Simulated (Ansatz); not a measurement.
`C[Si](C)(O)O` + HCl → `C[Si](C)(O)Cl` + H₂O at 600 K and 1 bar (ligand exchange at the Si–O bond).

Program: Ansatz. Geometries: PBE0-D4/def2-TZVP. ΔE: electronic, gas phase. CBS: MP2 limit from def2 TZ/QZ plus the TZ coupled-cluster correction, frozen cores. This one scheme is used for every species. Each species was taken in one conformer, which may not be the lowest.

```json
{"species": "`C[Si](C)(O)O`", "CCSD(T)/CBS energy (Eh)": "-520.48835", "H − E (kJ/mol)": "342.6", "S (J/(mol·K))": "478.7"}
{"species": "HCl", "CCSD(T)/CBS energy (Eh)": "-460.38127", "H − E (kJ/mol)": "35.4", "S (J/(mol·K))": "207.2"}
{"species": "`C[Si](C)(O)Cl`", "CCSD(T)/CBS energy (Eh)": "-904.49412", "H − E (kJ/mol)": "306.6", "S (J/(mol·K))": "469.7"}
{"species": "H₂O", "CCSD(T)/CBS energy (Eh)": "-76.37941", "H − E (kJ/mol)": "76.8", "S (J/(mol·K))": "212.8"}
```

H − E and S are ideal-gas, rigid-rotor, harmonic terms from PBE0-D4/def2-TZVP, for one conformer and one mirror image of each species. 1 Eh = 2625.50 kJ/mol, R = 8.31446 J/(mol·K).

Question: By hand: ΔE, ΔH, ΔS and ΔG.

Answer: ΔE = (-904.49412) + (-76.37941) − (-520.48835) − (-460.38127) = -0.00391 Eh = -10.3 kJ/mol. Δ(H − E) = 306.6 + 76.8 − 342.6 − 35.4 = 5.4, so ΔH = -4.9 kJ/mol. ΔS = 469.7 + 212.8 − 478.7 − 207.2 = -3.4 J/(mol·K). ΔG = -4.9 − 600 × (-3.4)/1000 = -2.9 kJ/mol.

Question: By hand: the equilibrium constant, and the temperature at which ΔG would vanish if ΔH and ΔS stayed fixed.

Answer: log₁₀ K = −ΔG/(RT ln 10) = 0.3. ΔG = 0 at ΔH/ΔS = 1441 K, though so small a ΔH makes that figure unsure.

TΔS isn't small against ΔH here. The sign of ΔG lies within the doubt. A doubt of 5 kJ/mol in ΔE shifts log₁₀ K by 0.4 here. Other conformers and mirror images would add mixing entropy, several J/(mol·K) or more a flexible species. These are equilibria of isolated gas molecules and say nothing of rates. Largest T1 diagnostic: 0.010 (customary marks: 0.02 for closed shells, 0.045 for open ones).
